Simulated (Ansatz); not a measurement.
Question: Name a neutral molecule of Al, Cl, P and H with size of the dipole moment (PBE/def2-TZVPP) between 5.20 and 5.50 D and LUMO energy (PBE/def2-TZVPP) between -1.90 and -1.60 eV (Ansatz, PBE0-D4/def2-TZVP geometry).

Answer: `[PH3+][Al-]([Cl])([Cl])[Cl]` (5.40 D, -1.68 eV). Other molecules can fit too; these were computed, each in one conformer that needn't be the lowest.
